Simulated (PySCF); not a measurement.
PySCF input (BP86/6-31G* with LANL2DZ past Ar (5d)):

```python
from pyscf import gto, dft

mol = gto.M(
    atom='''
    Ge   -0.00000000   -0.00000000   -0.04826073
    H     0.00000000    0.00000000    1.54434333
    ''',
    basis={'default': '6-31g*', 'Ge': 'lanl2dz'},
    ecp={'Ge': 'lanl2dz'},
    charge=1,
    spin=0,
    verbose=4,
)

mf = dft.RKS(mol, xc='bp86')
mf.grids.level = 3
mf.conv_tol = 1e-9
mf.max_cycle = 100
mf.max_memory = 1500
mf.kernel()
if not mf.converged:
    mf = mf.newton()
    mf.kernel(mf.make_rdm1())
mf.dip_moment()
```

From the last part of the output:

```
grids dens level: 3
symmetrized grids: False
atomic radii adjust function: <function treutler_atomic_radii_adjust>
small_rho_cutoff = 0
Set gradient conv threshold to 3.16228e-05
Initial guess from minao.
tot grids = 30448
init E= 7.53029747823978
  HOMO = -0.118074328663997  LUMO = 0.000575032032323064  gap/eV = 3.22861
cycle= 1 E= -3.93000343881467  delta_E= -11.5  |g|= 0.336  |ddm|= 2.76
  HOMO = -0.547967407358572  LUMO = -0.480805094007232  gap/eV = 1.82758
cycle= 2 E= -3.97892249190707  delta_E= -0.0489  |g|= 0.237  |ddm|=  1.1
  HOMO = -0.536428185281083  LUMO = -0.432909409592157  gap/eV = 2.81689
cycle= 3 E= -4.01399081836661  delta_E= -0.0351  |g|= 0.0407  |ddm|= 0.561
  HOMO = -0.525877155020202  LUMO = -0.425490476558256  gap/eV = 2.73166
cycle= 4 E= -4.01494050258532  delta_E= -0.00095  |g|= 0.000893  |ddm|=  0.1
  HOMO = -0.525283320865861  LUMO = -0.424973962142989  gap/eV = 2.72956
cycle= 5 E= -4.01494090959365  delta_E= -4.07e-07  |g|= 0.000255  |ddm|= 0.00284
  HOMO = -0.52532280479864  LUMO = -0.425002085765898  gap/eV = 2.72987
cycle= 6 E= -4.01494095428104  delta_E= -4.47e-08  |g|= 5.19e-06  |ddm|= 0.000747
  HOMO = -0.525321473974955  LUMO = -0.425002250180203  gap/eV = 2.72983
cycle= 7 E= -4.01494095429568  delta_E= -1.46e-11  |g|= 1.74e-07  |ddm|= 7.81e-06
  HOMO = -0.525321473709538  LUMO = -0.425002243000113  gap/eV = 2.72983
Extra cycle  E= -4.01494095429569  delta_E= -8.88e-15  |g|= 1.29e-07  |ddm|= 8.56e-07
converged SCF energy = -4.01494095429569

WARN: System has nonzero charge 1; the dipole moment is origin-dependent.
Location of origin: [0. 0. 0.]

Dipole moment(X, Y, Z, Debye): -0.00000, -0.00000,  0.33098
```

The dipole moment of an ion depends on the origin.
